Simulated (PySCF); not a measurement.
Compound: C2H8OSi2.
Atom-mapped SMILES: `[CH2:1]1[CH2:2][SiH2:3][O:4][SiH2:5]1`

Structure used (GFN2-xTB), in Å, numbered top down from 1:
```
atom  x, y, z in Å
C1    -1.182   -0.346    0.102
C2     0.045   -1.215   -0.221
Si3    1.602   -0.196    0.212
O4     0.945    1.302    0.115
Si5   -0.668    1.480   -0.116
H6    -2.039   -0.645   -0.502
H7    -1.470   -0.510    1.143
H8     0.054   -1.433   -1.291
H9    -0.017   -2.177    0.287
H10    2.654   -0.254   -0.795
H11    2.074   -0.375    1.582
H12   -1.146    2.371    0.935
H13   -0.857    1.997   -1.468
```

Probes without a nucleus sit at each ring's centroid and 1 Å off its mean plane on both sides; NICS is minus the shielding there, NICSzz its component along the normal. Level: GIAO PBE0/pcSseg-1 (PySCF, non-relativistic, gas phase) on the GFN2-xTB geometry, one conformer.

Ring bond lengths (Å), with Mayer bond orders in brackets: C1–C2 1.538 (1.01), C2–Si3 1.910 (0.91), Si3–O4 1.639 (0.93), O4–Si5 1.639 (0.93), Si5–C1 1.910 (0.91).

**Question.** What do the NICS probes read (ppm)?

**Answer.** 
| ring | type | NICS(0) | NICS(1), two faces | NICS(1)zz, two faces | rms pucker (Å) | centre to ring atoms, mean (Å) |
| --- | --- | --- | --- | --- | --- | --- |
| C1–C2–Si3–O4–Si5 | 5-membered ring with O and 2 Si; formal bonds all single | -5.3 | -2.9 / -3.0 | -3.3 / -3.3 | 0.14 | 1.46 |

**Question.** What can be read from them?

**Answer.** 
- C1–C2–Si3–O4–Si5: mean NICS(1)zz -3.3 ppm, shielded. C1, C2, Si3, Si5 have four or more neighbours, so the value isn't read as a sign of a π ring current.

**Question.** At the first NICS(1) probe listed for ring C1–C2–Si3–O4–Si5, 1 Å off the ring, how large is the induced field along the normal in 9.4 T applied along it?

**Answer.** NICSzz × B0 = -3.3 ppm × 9.4 T = -31 μT, against the applied field.

**Question.** List the ring angles and the Hirshfeld charges of the ring atoms.

**Answer.** 
- C1–C2–Si3–O4–Si5: C1 107.5° (-0.162 e), C2 107.6° (-0.162 e), Si3 98.5° (+0.408 e), O4 120.2° (-0.321 e), Si5 98.3° (+0.408 e); sum 532.1° against 540° for a flat convex ring.
